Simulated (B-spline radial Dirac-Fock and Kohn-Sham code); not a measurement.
# Compton profile of Os⁸⁺

System: Os⁸⁺ in the configuration [Xe] 4f14.

Input of the calculation (task.json; shells as n, l, electrons):

```json
{"items": [{
  "Z": 76,
  "q": 8,
  "cfg": [[1, 0, 2], [2, 0, 2], [2, 1, 6], [3, 0, 2], [3, 1, 6], [3, 2, 10], [4, 0, 2], [4, 1, 6], [4, 2, 10], [4, 3, 14], [5, 0, 2], [5, 1, 6]],
  "A": 192,
  "rrms": 5.4126,
  "do": ["scatter"],
  "s": [0.0, 0.04, 0.05, 0.07, 0.08, 0.11, 0.14, 0.17, 0.22, 0.28, 0.36, 0.45, 0.58, 0.73, 0.93, 1.19, 1.51, 1.92, 2.44, 3.1, 3.95, 5.02, 6.38],
  "pz": [0, 0.1, 0.14, 0.19, 0.27, 0.38, 0.53, 0.73, 1.0, 1.4, 2.0, 2.8, 3.9, 5.4, 7.5, 10.0, 15.0, 20.0, 28.0, 39.0, 55.0],
  "hv_scatter": [5000, 8047.8, 10000, 17479.3, 30000, 50000, 200000, 500000]
}]}
```

Command: `python xray_run.py task.json out`

Method: the impulse approximation on Dirac-Fock orbitals of the configuration average with a finite nucleus. Computed with a B-spline atomic structure program. pz is in atomic units of momentum; subshell profiles are per electron, for a selection of subshells; open shells are spread over both j values by their weights.

| pz | J total | J 2s1/2 | J 3p1/2 | J 3d3/2 | J 5p3/2 |
| --- | --- | --- | --- | --- | --- |
| 1 | 5.431 | 0.0346 | 0.0450 | 0.0313 | 0.225 |
| 1.4 | 4.909 | 0.0345 | 0.0450 | 0.0313 | 0.172 |
| 2 | 4.153 | 0.0341 | 0.0449 | 0.0312 | 0.0828 |
| 2.8 | 3.512 | 0.0335 | 0.0445 | 0.0312 | 0.0230 |
| 3.9 | 2.918 | 0.0323 | 0.0433 | 0.0312 | 0.0138 |
| 5.4 | 2.094 | 0.0301 | 0.0400 | 0.0308 | 0.00915 |
| 7.5 | 1.280 | 0.0263 | 0.0322 | 0.0294 | 0.00203 |
| 10 | 0.8073 | 0.0213 | 0.0210 | 0.0257 | 0.00112 |
| 15 | 0.3982 | 0.0120 | 0.00579 | 0.0152 | 0.000508 |
| 20 | 0.2197 | 0.00569 | 0.00193 | 0.00715 | 0.000106 |
| 28 | 0.09975 | 0.00160 | 0.00162 | 0.00183 | 6.88e-05 |
| 39 | 0.04162 | 0.000857 | 0.00101 | 0.000296 | 3.85e-05 |
| 55 | 0.01576 | 0.000764 | 0.000316 | 2.96e-05 | 9.56e-06 |

Question: What is the peak value J(0), and which subshell contributes most to it?

Answer: J(0) = 6.025. The 5p3/2 subshell gives the largest part, 17 %.

Mean momentum ⟨p⟩ by subshell (a.u.): 1s1/2 80.2, 2s1/2 28.7, 2p1/2 37.7, 2p3/2 33.1, 3s1/2 14.4, 3p1/2 17.2, 3p3/2 15.9, 3d3/2 19.1, 3d5/2 18.6, 4s1/2 7.41, 4p1/2 8.31, 4p3/2 7.72, 4d3/2 8.49, 4d5/2 8.29, 4f5/2 8.40, 4f7/2 8.30, 5s1/2 3.19, 5p1/2 3.41, 5p3/2 3.18.
